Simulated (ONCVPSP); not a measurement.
# Transferability test, ONCV potential for carbon (C)

* Element: C (Z = 6)
* Generator: ONCVPSP 4.0.1
* Type: optimised norm-conserving Vanderbilt (ONCV)
* Functional: LDA (Perdew-Zunger)
* Relativity: scalar-relativistic
* Frozen core: none
* Valence charge: 6
* Reference configuration: 1s2 2s2 2p1 (charge +1)
* Partial waves: 1s+2s: rc 0.40 bohr, ncon 3, nbas 7, qcut 38.5 1/bohr, 2 projectors; 2p: rc 1.35 bohr, ncon 4, nbas 8, qcut 5.4 1/bohr, 1 projector
* Local potential: polynomial inside 0.35 bohr (lpopt 5, dvloc0 0 Ha)
* Core correction: none

Energies are relative to the spin-unpolarised reference configuration 1s2 2s2 2p1; without spin polarisation the order of configurations can differ from experiment.

```
valence configuration  charge  ΔE all-electron (eV)  error AE − PS (meV)
          1s2 2s2 2p0      +2                24.259                  +60
          1s2 2s1 2p0      +3                72.229                 +150
          1s2 2s1 2p3       0                -2.746                  +29
```

Problem. What are ΔE and the potential's error for 1s2 2s2 2p2?

Solution. ΔE = -10.988 eV all-electron; the error (AE − PS) is +11 meV.

Note: no bound ghost flagged; GHOST(+) flagged for p at 67.7 eV.
